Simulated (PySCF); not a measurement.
# Excitation energy of N⁺ by level of theory

N⁺ [He] 2s2 2p2 (3P) → N⁺ [He] 2s1 2p3 (5S), as a difference of total energies. Calculation: PySCF 2.14, in x2c-TZVPPall; the spin-free X2C one-electron Hamiltonian (Gaussian nucleus). Correlated levels: valence: 1s2 frozen. The calculations carry no spin-orbit coupling.

```json
{"method": "UHF", "excitation energy (eV)": "4.023", "error (eV)": "-1.767"}
{"method": "MP2 (valence)", "excitation energy (eV)": "5.212", "error (eV)": "-0.578"}
{"method": "SCS-MP2 (valence)", "excitation energy (eV)": "5.785", "error (eV)": "-0.005"}
{"method": "CCSD (valence)", "excitation energy (eV)": "5.636", "error (eV)": "-0.154"}
{"method": "CCSD(T) (valence)", "excitation energy (eV)": "5.674", "error (eV)": "-0.116"}
{"method": "CCSDT (valence)", "excitation energy (eV)": "5.682", "error (eV)": "-0.108"}
```

Reference: 5.790 eV (measured; NIST levels, between the centres of gravity of the two terms).

Errors of the correlated levels include the incompleteness of this basis and the frozen core.
